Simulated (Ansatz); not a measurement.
Basis-set extrapolation for ClF₂H₃SSi₂, SMILES `F[SiH](F)S[SiH2]Cl` (PBE0-D4/def2-TZVP geometry, frozen core, Ansatz). Multiplicity 1, RHF reference.

|  | def2-TZVPP | def2-QZVPP |
| --- | --- | --- |
| HF | -1635.917261 | -1635.969535 |
| MP2 correlation | -1.095880 | -1.200462 |
| CCSD(T) correlation | -1.187844 | not run |

Energies in hartree. Use E(X) = E(∞) + A·exp(−7.88·√X) for Hartree–Fock and E(X) = E(∞) + B·X^(−2.97) for correlation, with X = 3 and 4, and add CCSD(T) minus MP2 of the smaller set to the MP2 limit.

What is the CCSD(T) energy at the basis-set limit?

HF limit: -1635.969535 + (-0.052274) × 0.13774 = -1635.97674. MP2 limit: -1.200462 + (-0.104582) × 0.74074 = -1.27793. Higher-order term: -1.187844 − (-1.095880) = -0.09196. Total: -1637.34663 hartree, 6.57 eV below CCSD(T)/def2-TZVPP.
